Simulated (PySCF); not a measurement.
PySCF 2.14 output of an unrestricted PBE calculation on a single atom or ion in aug-cc-pCVQZ-DK (9s8p6d4f2g, 109 functions), with the spin-free X2C one-electron Hamiltonian (Gaussian nucleus):

```
SCF conv_tol = 1e-09
number electrons alpha = 3  beta = 1
    J. P. Perdew, K. Burke, and M. Ernzerhof.,  Phys. Rev. Lett. 77, 3865 (1996)
    J. P. Perdew, K. Burke, and M. Ernzerhof.,  Phys. Rev. Lett. 78, 1396 (1997)
    J. P. Perdew, K. Burke, and M. Ernzerhof.,  Phys. Rev. Lett. 77, 3865 (1996)
    J. P. Perdew, K. Burke, and M. Ernzerhof.,  Phys. Rev. Lett. 78, 1396 (1997)
cycle= 1 E= -23.6589359125511  delta_E= -0.00351  |g|= 0.0103  |ddm|= 0.416
cycle= 2 E= -23.65897537256  delta_E= -3.95e-05  |g|= 0.00102  |ddm|= 0.0759
cycle= 3 E= -23.658976536488  delta_E= -1.16e-06  |g|= 0.000188  |ddm|= 0.00914
cycle= 4 E= -23.6589765855036  delta_E= -4.9e-08  |g|= 4.83e-06  |ddm|= 0.00284
cycle= 5 E= -23.6589765855456  delta_E= -4.2e-11  |g|= 2.74e-07  |ddm|= 7.73e-05
converged SCF energy = -23.6589765855456  <S^2> = 2.0000005  2S+1 = 3.0000003
```

The run itself started from symmetry-adapted Hartree-Fock orbitals and held the occupation by maximum overlap, on a logarithmic radial grid, so the iterations belong to that start.

Problem. Which element, charge and spin multiplicity is this?

Solution. B+ (boron, charge +1), multiplicity 3; the state was [He] 2s1 3d1, high-spin 3D determinant (an excited configuration).

The outer electron is Rydberg-like, and this basis confines it to a smaller radius and binds it less than a complete one would.
